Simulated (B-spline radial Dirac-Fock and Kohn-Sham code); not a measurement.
**Photoabsorption cross section of P³⁺ by shell**

System: P³⁺, configuration 1s2 2s2 2p6 3s2.

These are calculated numbers from a B-spline atomic structure program; the model is Dirac-Hartree-Slater photoionisation with all multipoles and Dirac-Fock thresholds.

Computed thresholds (eV): K 2197.5, L1 240.3, L2 181.4, L3 180.5, M1 49.80.

```
photon energy (eV)  total (b)  K (%)  L (%)  M (%)
              66.8     390400      –      –  100.0
               167     143100      –      –  100.0
               200  3.758e+06      –   97.2    2.8
               400     995000      –   97.2    2.8
               578     408800      –   96.5    3.5
               991     103000      –   95.2    4.8
            1253.6      55410      –   94.7    5.3
            2984.4      59960   91.3    8.1    0.7
              4000      27550   91.6    7.7    0.7
             11400       1400   92.1    7.1    0.8
             15000      616.7   92.1    7.1    0.8
             20200      249.8   92.1    7.0    0.8
             27100      100.9   92.2    7.0    0.8
             80000      3.291   92.1    7.0    0.9
            169000     0.3019   92.1    7.0    0.9
            200000     0.1777   92.1    7.0    0.9
```

Q: With what power of the photon energy does the total fall between 169000 and 200000 eV?

A: As E^-3.15. The non-relativistic Born limit for an s electron far above threshold is E^-3.5; near threshold and at relativistic energies the fall is slower.
